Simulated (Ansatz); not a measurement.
A run for Ansatz (an electronic-structure program): R-B3LYP/def2-TZVPP on C5H6O (SMILES C=CC(=O)C=C).

Ansatz 0.2 input:
```yaml
crystal:
  periodic: [false, false, false]
  atoms:
    - {symbol: C, position_ang: [1.32967790, 0.99655741, -0.61484719]}
    - {symbol: C, position_ang: [0.08697432, 0.85366139, -1.06749421]}
    - {symbol: C, position_ang: [-0.80145246, -0.30631164, -0.79815403]}
    - {symbol: O, position_ang: [-1.63517602, -0.62493946, -1.62836557]}
    - {symbol: C, position_ang: [-0.69480773, -1.08602993, 0.46202454]}
    - {symbol: C, position_ang: [-0.30232905, -0.60384839, 1.63806646]}
    - {symbol: H, position_ang: [1.94542960, 1.82972156, -0.92883533]}
    - {symbol: H, position_ang: [1.78266067, 0.27689282, 0.05362597]}
    - {symbol: H, position_ang: [-0.32534106, 1.55690958, -1.78255854]}
    - {symbol: H, position_ang: [-1.08272921, -2.09530408, 0.37984051]}
    - {symbol: H, position_ang: [-0.33659994, -1.21484740, 2.53104137]}
    - {symbol: H, position_ang: [0.03369296, 0.41753816, 1.75565603]}
basis:
  gaussian:
    orbitals: def2-TZVPP
hamiltonian:
  xc: {name: B3LYP}
scf: {lower_state_search: off}
```

The log:

```
WARN ansatz: RAYON_NUM_THREADS=6 ignored (pool sized by the plan → 6); use --threads N
Functional definition: B3LYP
these checks for a lower state are left out or cut short: stability, starts, cluster_reference, orbital_swaps, neighbouring_geometries, increment
integrals: 0.19 GiB planned
1405 factors; their error is unknown
mean field: 1.84 GiB planned
mean field evaluation 1: about -7321.0563 eV, gradient 6.9e1 eV
mean field evaluation 2: about -7317.1272 eV, gradient 8.2e1 eV
mean field evaluation 4: about -7331.3522 eV, gradient 6.3e0 eV
mean field evaluation 8: about -7331.4342 eV, gradient 2.1e-1 eV
mean field evaluation 16: about -7331.4295 eV, gradient 1.2e-4 eV
mean field -7331.42954775 eV, -269.4250664583 hartree, gradient 5.2e-6 eV, S^2 0.000000; 0 other end points of the search recorded, 0 dependent functions left out
reference -7331.42982271 eV, -269.4250765631 hartree; 22, 22 occupied and 248, 248 virtual orbitals, 1405 factors
Total energy: -7331.42982271 eV, -269.4250765631 hartree
Checks for a lower state left out: stability, starts, cluster_reference, orbital_swaps, neighbouring_geometries, increment
```

Self-consistency was reached.

Cost: about 8 core-seconds (a rough figure).
